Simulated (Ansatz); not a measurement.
Consider the substitution at a C–Ge bond: `N=[CH][GeH2][SH]` + `NCS` → `N=CNCS` + `[SH][GeH3]`.

Program: Ansatz. Geometries: PBE0-D4/def2-TZVP. ΔE: electronic, gas phase. CBS: MP2 limit from def2 TZ/QZ plus the TZ coupled-cluster correction, frozen cores. Functionals use def2-TZVPP. B3LYP here is the variant with VWN-RPA as its local correlation; programs differ in this. For Ge outer-core shells are correlated without core-valence functions, which leaves a few kJ/mol of doubt a bond. Scalar relativity is left out up to krypton. Each species was taken in one conformer, which may not be the lowest.

```csv
level,ΔE (eV)
ωB97M-V,-0.56
B2PLYP,-0.55
PBE,-0.61
B3LYP,-0.56
```

Q: What does CCSD(T)/CBS give? (Best estimate.)

A: The calculation gave: -0.47 eV. The listed levels differ from it by -0.09, -0.08, -0.14, -0.09 eV.

Largest T1 diagnostic among the species: 0.013.

The D4 term adds −0.04 eV with B3LYP and −0.02 eV with PBE0; it sums over pairs of atoms, weighted by their polarisabilities, and B3LYP, whose exchange is more repulsive, gets the larger term.
